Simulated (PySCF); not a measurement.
Cl3Se (SMILES Cl[Se+](Cl)Cl), charge +1, singlet, geometry from GFN2-xTB. Base run: TPSS/6-31G (PySCF).

Input for PySCF:
```python
from pyscf import gto, scf, dft

mol = gto.Mole()
mol.atom = '''
    Se   -0.171048    0.207352    0.487115
    Cl   -1.497105   -1.145492   -0.461723
    Cl    0.200067    1.623498   -1.044456
    Cl    1.639134   -0.892711    0.531949
'''
mol.basis = '6-31g'
mol.charge = 1
mol.spin = 0
mol.verbose = 4
mol.build()

mf = dft.RKS(mol)
mf.xc = 'tpss'
mf.kernel()
mf.analyze()
```

Each row names what was changed in the base input (with any setting that the change needs).

| change | ΔE vs base (mEh) | fitting functions |
|---|---|---|
| base | 0.000 | - |
| auxbasis = cc-pvdz-jkfit | -0.199 | 507 |
| auxbasis = cc-pvtz-jkfit | -0.123 | 570 |
| auxbasis = cc-pvqz-jkfit | -0.108 | 662 |
| auxbasis = def2-universal-jfit | -0.291 | 211 |
| auxbasis = even-tempered beta=2.0 | -0.305 | 643 |
| auxbasis = even-tempered beta=3.0 | ___ | ___ |
| auxbasis = cc-pvtz-ri | ___ | ___ |
| auxbasis = default (with mf = mf.density_fit()) | -0.199 | 507 |
| auxbasis = even-tempered beta=1.6 | -0.157 | 941 |

Q: What belongs in the gaps?

A: 
- auxbasis = even-tempered beta=3.0, ΔE vs base (mEh): -13.867
- auxbasis = even-tempered beta=3.0, fitting functions: 424
- auxbasis = cc-pvtz-ri, ΔE vs base (mEh): -9542.3
- auxbasis = cc-pvtz-ri, fitting functions: 532

A fitting set is made for a task (jfit for Coulomb, jkfit for Coulomb and exchange, ri for correlation) and for a family of orbital bases.
